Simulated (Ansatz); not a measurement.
Si5H13Cl, singlet: at the start structure of a reaction step.

The input file, in.yaml:

```yaml
crystal:
  periodic: [false, false, false]
  atoms:
    - {symbol: Si, position_ang: [-0.820426, 2.891746, 1.904067]}
    - {symbol: Cl, position_ang: [-2.592335, 2.048757, 1.291139]}
    - {symbol: H, position_ang: [-0.827005, -0.747081, 1.163278]}
    - {symbol: Si, position_ang: [-0.038336, -0.923420, -0.089243]}
    - {symbol: Si, position_ang: [-0.584403, 0.735800, -1.642653]}
    - {symbol: Si, position_ang: [2.243002, -0.790562, 0.401439]}
    - {symbol: Si, position_ang: [-0.507480, -3.020278, -1.009418]}
    - {symbol: H, position_ang: [0.241393, 1.862848, 1.822497]}
    - {symbol: H, position_ang: [-0.508837, 4.032256, 1.013751]}
    - {symbol: H, position_ang: [-0.988175, 3.352031, 3.301279]}
    - {symbol: H, position_ang: [-0.217781, 2.087908, -1.139833]}
    - {symbol: H, position_ang: [-2.033096, 0.717415, -1.972478]}
    - {symbol: H, position_ang: [0.193009, 0.481835, -2.886697]}
    - {symbol: H, position_ang: [2.589871, 0.544521, 0.960510]}
    - {symbol: H, position_ang: [2.635973, -1.833677, 1.387035]}
    - {symbol: H, position_ang: [3.027695, -0.996704, -0.845899]}
    - {symbol: H, position_ang: [-1.951175, -3.137146, -1.349242]}
    - {symbol: H, position_ang: [-0.151285, -4.106153, -0.056474]}
    - {symbol: H, position_ang: [0.289391, -3.200097, -2.253059]}
basis:
  gaussian: {orbitals: def2-SVP}
hamiltonian: {xc: {name: wB97M-V}}
```

Run by:

```bash
ansatz run in.yaml --threads 4 --pin off --events-out ev --progress --plain --max-ram 66560MiB --backend cpu
```

Output of Ansatz 0.2.0:

```
Functional definition: wB97M-V
  name "wB97M-V"
  cite "Mardirossian & Head-Gordon, J. Chem. Phys. 144, 214110 (2016) doi:10.1063/1.4952647"
  cite "Becke, J. Chem. Phys. 107, 8554 (1997) doi:10.1063/1.475007"
  cite "Vydrov & Van Voorhis, J. Chem. Phys. 133, 244103 (2010) doi:10.1063/1.3521275"
  # Of w^i u^j: cxij and so on, Table III.
  parameter omega = 0.3/bohr
  parameter cx = 0.15
  parameter cx01 = 1.007
  parameter cx10 = 0.259
  parameter css00 = 0.443
  parameter css04 = -1.437
  parameter css10 = -4.535
  parameter css20 = -3.390
  parameter css43 = 4.278
  parameter cos00 = 1.000
  parameter cos10 = 1.358
  parameter cos20 = 2.924
  parameter cos21 = -8.812
  parameter cos60 = -1.390
  parameter cos61 = 9.142
  parameter b = 6.0
  parameter c = 0.01
  gx(w, u) = 1 - cx + cx01*u + cx10*w
  gss(w, u) = css00 + css04*u^4 + css10*w + css20*w^2 + css43*w^4*u^3
  gos(w, u) = cos00 + cos10*w + (cos20 + cos21*u)*w^2 + (cos60 + cos61*u)*w^6
  exchange = spin_sum(e_x_unif_sr(omega)*gx(b97_w, b97_u_x)) + cx*exact_x_sr(omega) + exact_x_lr(omega)
  correlation = spin_sum(e_c_pw_mod_same_spin*gss(b97_w, b97_u_same))
      + integral(e_c_pw_mod_opposite_spin*gos(b97_w_opposite, b97_u_opposite)) + vv10(b, c)
1661 factors; integrals over basis functions are off by at most 1.2e-3 eV
650 factors; integrals over basis functions are off by at most 6.2e-6 eV
mean field evaluation 1: about -52101.2395 eV, gradient 1.4e1 eV
mean field evaluation 2: about -52101.8405 eV, gradient 6.2e0 eV
mean field evaluation 4: about -52101.9600 eV, gradient 1.9e-1 eV
mean field evaluation 8: about -52102.0226 eV, gradient 1.1e-2 eV
mean field -52102.02258317 eV, -1914.7140139123 hartree, gradient 4.4e-5 eV, S^2 0.000000; 0 other end points of the search recorded, 0 dependent functions left out
reference -52102.02264920 eV, -1914.7140163387 hartree; 50, 50 occupied and 123, 123 virtual orbitals, 1661 factors
Total energy: -52102.02264920 eV, -1914.7140163387 hartree
```

The lines “mean field evaluation” count trial sets of orbitals through the whole run, from several starts and some on an approximate energy, so they need not fall steadily or lie above the final value.

Hardware: 4 CPU threads of an AMD EPYC 7R13, shared host. Wall time 9 s; peak host memory 1.2 GiB.
